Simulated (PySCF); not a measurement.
Compound: (F)3Sn-S-SiH3.
Bonds: Sn1–F2, Sn1–F3, Sn1–F4, Sn1–S5, S5–Si6. Hydrogens: H7, H8, H9 on Si6.

Method used: PBE0-D3(BJ)/def2-SVP geometry optimisation, gas phase, def2 core potentials past Kr (PySCF 2.14.0).

Question: How far are the bound atoms from Sn1?

Answer: 4 atoms: F3 1.913 Å, F4 1.915 Å, F2 1.924 Å, S5 2.358 Å. The nearest atom not counted as bound is Si6, at 3.40 Å.

Question: List the angles at Sn1.

Answer: 
| angle | degrees | distance of the outer atoms (Å) |
| --- | --- | --- |
| F3–Sn1–S5 | 116.1 | 3.63 |
| F4–Sn1–S5 | 116.0 | 3.63 |
| F2–Sn1–F3 | 107.6 | 3.10 |
| F2–Sn1–S5 | 106.5 | 3.44 |
| F2–Sn1–F4 | 105.6 | 3.06 |
| F3–Sn1–F4 | 104.3 | 3.02 |

Question: What is the shape at Sn1?

Answer: Distorted tetrahedral: angles from 104.3° to 116.1°; τ4 = (360° − α − β)/141° = 0.91 with α and β the two widest (0 for a square, 1 for a tetrahedron).

Question: What are the other bond lengths?

Answer: S5–Si6 2.191 Å; Si6–H7, Si6–H8, Si6–H9 1.486 Å.

Question: Give some angles away from the centre.

Answer: Sn1–S5–Si6 96.6°.

Question: What are the rotational constants (commonest isotopes, rigid rotor)?

Answer: A = 2329, B = 910.3, C = 851.5 MHz: a near-prolate asymmetric top.

Point group: C1 (no symmetry element, even within 0.4 Å). Charge 0, singlet. Not checked by PBE0-D3(BJ)/def2-SVP frequencies.
